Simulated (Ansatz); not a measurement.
Na20⁺ (started as a model of: Na20 flat piece), relaxed as a doublet with UKS PBE/def2-SVP in Ansatz, starting from a model built from a lattice or polyhedron. Force threshold 0.03 eV/Å.

Another isomer (doublet) lies 2.14 eV lower at PBE0/def2-TZVP; other spin states weren't run for this one.

Start:

```xyz
20

Na   -3.930   -5.981   -4.770
Na   -1.573   -4.025   -2.998
Na    1.842   -4.954   -2.927
Na    4.178   -2.969   -1.141
Na    7.601   -3.928   -1.071
Na   -5.019   -3.072   -3.044
Na   -2.669   -1.111   -1.274
Na    0.777   -2.031   -1.210
Na    3.088   -0.103    0.557
Na    6.531   -1.004    0.644
Na   -6.118   -0.143   -1.318
Na   -3.742    1.844    0.462
Na   -0.341    0.865    0.505
Na    2.008    2.843    2.307
Na    5.437    1.908    2.365
Na   -7.168    2.747    0.394
Na   -4.809    4.738    2.177
Na   -1.383    3.776    2.241
Na    0.935    5.779    4.014
Na    4.356    4.820    4.087
```

Problem. Estimate the energy that the relaxation releases and the steps that it takes.

Solution. 1.3 kcal/mol, in 6 steps; 35 s on 2 threads of AMD EPYC 7R13 on a shared host and a share (18 GiB) of an NVIDIA H100 80GB HBM3. The force fell under the threshold at step 4, but the optimiser went on and released 0.004 eV more. No frequencies were taken in this run, so the end may be a saddle point.

Problem. Does the start keep its bonding and symmetry?

Solution. By distances, no bond broke or formed. The bond that changes most is Na8–Na9, from 3.49 to 3.71 Å (atoms count from 1). Point group Cs at the start, C2v at the end, both within 0.05 Å; within 0.015 Å the end is Cs.

Problem. Predict the relaxed structure.

Solution. 
```xyz
20

Na   -3.8247   -6.0172   -4.7714
Na   -1.7132   -3.9812   -2.9982
Na    1.7785   -4.8193   -2.8500
Na    4.2555   -2.9083   -1.0836
Na    7.5085   -3.9843   -1.1303
Na   -5.1667   -3.2144   -3.1734
Na   -2.8480   -1.0706   -1.2869
Na    0.7358   -1.9978   -1.1878
Na    3.2377    0.0217    0.6683
Na    6.7465   -1.0727    0.6452
Na   -6.3734   -0.2375   -1.4338
Na   -3.8439    1.8085    0.4271
Na   -0.3201    0.8726    0.5157
Na    2.1163    2.8797    2.3429
Na    5.7449    1.9422    2.4493
Na   -7.1531    2.7031    0.3675
Na   -4.6994    4.7630    2.2141
Na   -1.3943    3.7741    2.2362
Na    0.8238    5.7569    3.9839
Na    4.3892    4.7815    4.0653
```
Bond lengths (bridged metal pairs left out): 43 × Na–Na 3.43 to 3.75 Å.
